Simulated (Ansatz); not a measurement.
The same molecule with X = B, Al, Ga. Ansatz, PBE0-D4/def2-TZVP geometries, multiplicity 1.

Scalar relativity is left out up to krypton.

```tsv
X	molecule	mean X–Cl bond length / Å	mean X–F bond length / Å	mean X–O bond length / Å	HOMO–LUMO gap (PBE/def2-TZVPP) / eV	HOMO–LUMO gap (B3LYP/def2-TZVPP) / eV	LUMO energy (PBE0/def2-TZVPP) / eV
B	`F[B-]1(Cl)OC(C(F)(F)F)=CC(C(F)(F)F)=[O+]1`	1.815	1.337	1.521	2.74	4.38	-4.05
Ga	`FC(F)(F)C1=CC(C(F)(F)F)=[O+][Ga-]([F])([Cl])[O]1`	2.114	1.740	1.913	3.22	4.79	-3.85
```

(1) Give the row for X = Al, `FC(F)(F)C1=CC(C(F)(F)F)=[O+][Al-]([F])([Cl])[O]1`. (Best estimate.)

## Answers

(1) Ansatz gave: 
| X | molecule | mean X–Cl bond length / Å | mean X–F bond length / Å | mean X–O bond length / Å | HOMO–LUMO gap (PBE/def2-TZVPP) / eV | HOMO–LUMO gap (B3LYP/def2-TZVPP) / eV | LUMO energy (PBE0/def2-TZVPP) / eV |
| --- | --- | --- | --- | --- | --- | --- | --- |
| Al | `FC(F)(F)C1=CC(C(F)(F)F)=[O+][Al-]([F])([Cl])[O]1` | 2.082 | 1.640 | 1.821 | 3.10 | 4.71 | -3.86 |

From B to Ga the mean X–Cl bond length rises at each step, by 0.299 Å in all; the mean X–F bond length rises at each step, by 0.403 Å in all; the mean X–O bond length rises at each step, by 0.392 Å in all; the HOMO–LUMO gap (PBE/def2-TZVPP) rises at each step, by 0.48 eV in all; the HOMO–LUMO gap (B3LYP/def2-TZVPP) rises at each step, by 0.41 eV in all; the LUMO energy (PBE0/def2-TZVPP) rises at each step, by 0.20 eV in all.

B3LYP here is the variant with VWN-RPA as its local correlation; programs differ in this.
